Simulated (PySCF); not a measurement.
## Radial density of Tl²⁺ (thallium, charge +2)

UHF, [Xe] 4f14 5d9 6s1 6p1, one real determinant (an excited configuration). Calculation: PySCF 2.14, in aug-cc-pVTZ-PP with ECP60MDF; scalar relativity through the core potential. This is the valence pseudo-density: the core potential removes the inner electrons and smooths the orbitals near the nucleus.

```json
{"r (bohr)": "0.0321", "4πr²ρ (e/bohr)": "1.512e-05", "4πr²(ρα − ρβ)": "0.0000"}
{"r (bohr)": "0.0540", "4πr²ρ (e/bohr)": "2.582e-05", "4πr²(ρα − ρβ)": "0.0000"}
{"r (bohr)": "0.0909", "4πr²ρ (e/bohr)": "9.149e-05", "4πr²(ρα − ρβ)": "0.0000"}
{"r (bohr)": "0.153", "4πr²ρ (e/bohr)": "0.0009168", "4πr²(ρα − ρβ)": "0.0001"}
{"r (bohr)": "0.257", "4πr²ρ (e/bohr)": "0.02101", "4πr²(ρα − ρβ)": "0.0013"}
{"r (bohr)": "0.433", "4πr²ρ (e/bohr)": "1.000", "4πr²(ρα − ρβ)": "0.0571"}
{"r (bohr)": "0.728", "4πr²ρ (e/bohr)": "14.13", "4πr²(ρα − ρβ)": "0.6591"}
{"r (bohr)": "1.22", "4πr²ρ (e/bohr)": "14.49", "4πr²(ρα − ρβ)": "0.9597"}
{"r (bohr)": "2.06", "4πr²ρ (e/bohr)": "3.121", "4πr²(ρα − ρβ)": "1.2606"}
{"r (bohr)": "3.46", "4πr²ρ (e/bohr)": "0.4491", "4πr²(ρα − ρβ)": "0.4152"}
{"r (bohr)": "5.82", "4πr²ρ (e/bohr)": "0.008907", "4πr²(ρα − ρβ)": "0.0088"}
{"r (bohr)": "9.80", "4πr²ρ (e/bohr)": "8.696e-05", "4πr²(ρα − ρβ)": "0.0001"}
{"r (bohr)": "16.5", "4πr²ρ (e/bohr)": "1.117e-05", "4πr²(ρα − ρβ)": "0.0000"}
```

⟨L²⟩ = 8.03 against 12 for a pure F term, so this real determinant mixes terms. Energies and moments cover only the electrons outside the core potential. Spin-orbit coupling, absent here, splits the open shell strongly.
